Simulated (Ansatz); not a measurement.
Wavefunction ladder for C₉H₂₁ClSi (`CC(C)[Si](Cl)(C(C)C)C(C)C`)

```
atom   x (Å)   y (Å)   z (Å)
  C1  -2.059   0.813   1.900
  C2  -0.834   1.121   1.045
  C3  -1.197   2.062  -0.105
 Si4   0.095  -0.397   0.407
 Cl5  -0.047  -1.902   1.847
  C6  -0.633  -1.098  -1.184
  C7  -2.096  -1.506  -1.034
  C8   0.200  -2.260  -1.721
  C9   1.943  -0.067   0.213
 C10   2.258   0.872  -0.950
 C11   2.593   0.423   1.504
 H12  -1.809   0.191   2.761
 H13  -2.507   1.741   2.270
 H14  -2.828   0.285   1.330
 H15  -0.107   1.639   1.685
 H16  -1.946   1.613  -0.764
 H17  -1.625   2.993   0.281
 H18  -0.337   2.330  -0.723
 H19  -0.580  -0.274  -1.909
 H20  -2.734  -0.667  -0.746
 H21  -2.211  -2.285  -0.276
 H22  -2.483  -1.904  -1.978
 H23   0.221  -3.089  -1.009
 H24   1.233  -1.972  -1.926
 H25  -0.228  -2.640  -2.655
 H26   2.366  -1.053  -0.021
 H27   1.811   0.540  -1.891
 H28   3.339   0.941  -1.107
 H29   1.900   1.886  -0.752
 H30   3.678   0.503   1.384
 H31   2.397  -0.252   2.340
 H32   2.226   1.415   1.783
```

The species carries charge 0 and has multiplicity 1. The structure was optimised at the PBE0-D4/def2-TZVP level. It is one conformer, not always the lowest. Frozen core, restricted reference, the Gaussian-basis code of Ansatz. CBS rows extrapolate triple and quadruple zeta; past MP2 they add the triple-zeta difference.

| basis | HF (Eh) | MP2 corr. | CCSD corr. | (T) | CCSD(T) total |
| --- | --- | --- | --- | --- | --- |
| def2-SVP | -1101.06241 | -1.54514 | -1.68549 | -0.05165 | -1102.79955 |
| def2-TZVPP | -1101.70246 | -1.91550 | -2.03566 | -0.08452 | -1103.82264 |
| def2-QZVPP | -1101.74026 | -2.04249 | – | – | – |
| CBS(def2) | -1101.74546 | -2.13655 | -2.25672 | as TZ | -1104.08670 |
